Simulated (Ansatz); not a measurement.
C₄H₁₁AlFN (SMILES CC[N](CC)[AlH][F]), singlet, at a GFN2-xTB geometry (such geometries of metal compounds can be far from the true shape), atoms displaced at random by about 0.08 Å a coordinate; HF/STO-3G, gradient in Ansatz (a first-principles code).

Ansatz was given this input:
Ansatz 0.2 input:
```yaml
crystal:
  periodic: [false, false, false]
  atoms:
    - {symbol: Al, position_ang: [-0.53001076, 0.31185729, 1.44617758]}
    - {symbol: F, position_ang: [-2.06924534, 0.24739423, 1.77700895]}
    - {symbol: H, position_ang: [0.48559571, 0.32980419, 2.64151855]}
    - {symbol: N, position_ang: [0.10395151, 0.38224644, -0.19121887]}
    - {symbol: C, position_ang: [1.66441506, 0.56843368, -0.15657981]}
    - {symbol: C, position_ang: [2.04552946, -0.90225833, -0.39285202]}
    - {symbol: C, position_ang: [-0.45642267, 0.52332504, -1.44854410]}
    - {symbol: C, position_ang: [-0.60067587, -0.83583573, -2.33567271]}
    - {symbol: H, position_ang: [2.01804890, 0.95172637, -1.22547191]}
    - {symbol: H, position_ang: [1.99557426, 0.99901677, 0.58446325]}
    - {symbol: H, position_ang: [3.23594646, -0.86500594, -0.30445450]}
    - {symbol: H, position_ang: [1.82620375, -1.37572995, 0.47545237]}
    - {symbol: H, position_ang: [1.96945293, -1.59419372, -1.09648364]}
    - {symbol: H, position_ang: [-1.67979926, 0.56671594, -1.01597011]}
    - {symbol: H, position_ang: [-0.20263650, 1.31548266, -2.08418195]}
    - {symbol: H, position_ang: [-0.88072123, -1.67189235, -1.62920301]}
    - {symbol: H, position_ang: [-1.22548824, -0.71836210, -2.87359962]}
    - {symbol: H, position_ang: [0.41368191, -0.97074450, -2.76078088]}
basis:
  gaussian:
    orbitals: STO-3G
hamiltonian:
  xc: hf
output: {forces: true}
```

**Question.** What does Ansatz print? Leave out banner, timings and long lists.

**Answer.** 
```
Functional definition: HF
683 factors; integrals over basis functions are off by at most 4.2e-5 eV
mean field evaluation 1: about -14871.1895 eV, gradient 2.7e1 eV
mean field evaluation 2: about -14871.5795 eV, gradient 2.7e1 eV
mean field evaluation 4: about -14874.5609 eV, gradient 1.9e0 eV
mean field evaluation 8: about -14874.5760 eV, gradient 9.3e-5 eV
mean field -14874.57604595 eV, -546.6305873389 hartree, gradient 1.4e-5 eV, S^2 0.000000; 0 other end points of the search recorded, 0 dependent functions left out
the calculation of the forces begins
reference -14874.57604595 eV, -546.6305873389 hartree; 32, 32 occupied and 18, 18 virtual orbitals, 683 factors
Total energy: -14874.57604595 eV, -546.6305873389 hartree
Atom 0 at    -0.530011     0.311857     1.446178 Å, force     2.880535     0.140900     0.939545 eV/Å
Atom 1 at    -2.069245     0.247394     1.777009 Å, force    -1.473599    -0.083022    -0.046285 eV/Å
Atom 2 at     0.485596     0.329804     2.641519 Å, force    -1.427046    -0.041763    -1.852238 eV/Å
Atom 3 at     0.103952     0.382246    -0.191219 Å, force     5.356987     2.543112     4.776068 eV/Å
Atom 4 at     1.664415     0.568434    -0.156580 Å, force    -8.383417    -7.785317   -18.241069 eV/Å
Atom 5 at     2.045529    -0.902258    -0.392852 Å, force    10.424983     4.106908     5.938599 eV/Å
Atom 6 at    -0.456423     0.523325    -1.448544 Å, force   -10.764397    -4.907558     0.940436 eV/Å
Atom 7 at    -0.600676    -0.835836    -2.335673 Å, force    19.145856    -2.180357    17.870496 eV/Å
Atom 8 at     2.018049     0.951726    -1.225472 Å, force    -1.178578     0.827820     3.901553 eV/Å
Atom 9 at     1.995574     0.999017     0.584463 Å, force     4.837260     5.284335     9.799782 eV/Å
Atom 10 at     3.235946    -0.865006    -0.304455 Å, force    -3.291516    -0.418986    -0.276080 eV/Å
Atom 11 at     1.826204    -1.375730     0.475452 Å, force    -1.245979    -2.338126     3.370507 eV/Å
Atom 12 at     1.969453    -1.594194    -1.096484 Å, force    -2.397029    -2.081262    -5.398672 eV/Å
Atom 13 at    -1.679799     0.566716    -1.015970 Å, force     4.614614     1.056712    -3.200314 eV/Å
Atom 14 at    -0.202636     1.315483    -2.084182 Å, force     0.694729     2.122283    -0.994536 eV/Å
Atom 15 at    -0.880721    -1.671892    -1.629203 Å, force     0.861443     1.321425    -1.413569 eV/Å
Atom 16 at    -1.225488    -0.718362    -2.873600 Å, force   -17.062675     3.156432   -15.866519 eV/Å
Atom 17 at     0.413682    -0.970745    -2.760781 Å, force    -1.592170    -0.723536    -0.247703 eV/Å
Dipole moment:     0.151379     0.079904     0.010072 e Å
```
